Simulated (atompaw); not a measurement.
An all-electron radial function and its pseudo partner (indium (In))

Columns: radius, all-electron u(r) and pseudo u(r) of the 4p shell (level -96.12 eV) of indium in the configuration [Ar] 3d10 4s2 4p6 4d10 5s1 5p0; PBEsol, scalar-relativistic, PAW (atompaw) scheme, atompaw 4.2.0.5.

```tsv
r (bohr)	all-electron	pseudo
0.060	0.4296	0.0184
0.119	0.1240	0.0712
0.179	-0.3933	0.1568
0.238	-0.6438	0.2671
0.298	-0.5919	0.3986
0.358	-0.3381	0.5415
0.417	-0.0045	0.6845
0.477	0.3380	0.8238
0.537	0.6368	0.9491
0.596	0.8679	1.0521
0.656	1.0348	1.1314
0.715	1.1368	1.1816
0.775	1.1868	1.2039
0.835	1.1938	1.1987
0.894	1.1692	1.1700
0.954	1.1214	1.1213
1.013	1.0594	1.0593
1.073	0.9872	0.9872
1.133	0.9105	0.9105
1.192	0.8341	0.8341
1.252	0.7577	0.7577
1.312	0.6844	0.6844
1.371	0.6163	0.6163
1.431	0.5516	0.5516
1.490	0.4930	0.4930
1.550	0.4383	0.4383
```

How many radial nodes do the two functions have?

The all-electron 4p function has n − l − 1 = 2; the pseudo-wave has 0, since the states of the same l below it are removed with the core.

At about which radius was the pseudo-wave matched?

1.15 bohr. The columns agree to 0.0005 from 0.95 bohr on; several derivatives are matched, so the curves merge somewhat inside the radius.

Is the pseudo-wave norm-conserving?

No, it belongs to a PAW set: the norm inside the radius is not constrained, and the difference is carried by the augmentation charge.
